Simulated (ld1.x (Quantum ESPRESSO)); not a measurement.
**Pseudopotential generation for V (Z = 23): TM, PBE, scalar-relativistic.**

```
Element                 : vanadium (V)
Generator               : ld1.x (Quantum ESPRESSO) 7.5
Type                    : norm-conserving Troullier–Martins (Kleinman–Bylander form)
Functional              : PBE
Relativity              : scalar-relativistic
Frozen core             : [Ar]
Valence charge          : 5
Reference configuration : 3d2 4s0 4p0 (charge +3)
Partial waves           : 4s (bound, empty): rc 1.95 bohr; 4p (bound, empty): rc 1.85 bohr; 3d (bound): rc 1.40 bohr
Local potential         : all-electron potential smoothed inside 1.70 bohr (lloc = -1)
Core correction         : none
```

(1) Estimate the cutoffs (Ry, on a coarse ladder) from which the occupation-weighted sum of valence levels, in a spherical-Bessel basis at the reference potential, stays within 10 and 1 mRy of its value at 400 Ry.

(2) What does a ghost test show?

Answers

(1) 100 Ry and 110 Ry.

(2) Ghost state, extra bound levels that the all-electron valence spectrum of the same l lacks: s at -46.3 eV. A true bound ghost makes a file unfit for plane-wave use. The logarithmic derivative shows an extra or strongly shifted pseudo pole above the reference energy (p near -0.56 Ry).

Its largest configuration-test error is +585 meV (3d3 4s0 4p2). 2 of 7 tests not solved or not reliable. Not counted: 3d3 4s2 4p0 (pseudo-atom not self-consistent, printed error +2.1 eV); 3d4 4s1 4p0 (solver errors, printed error -144 eV).
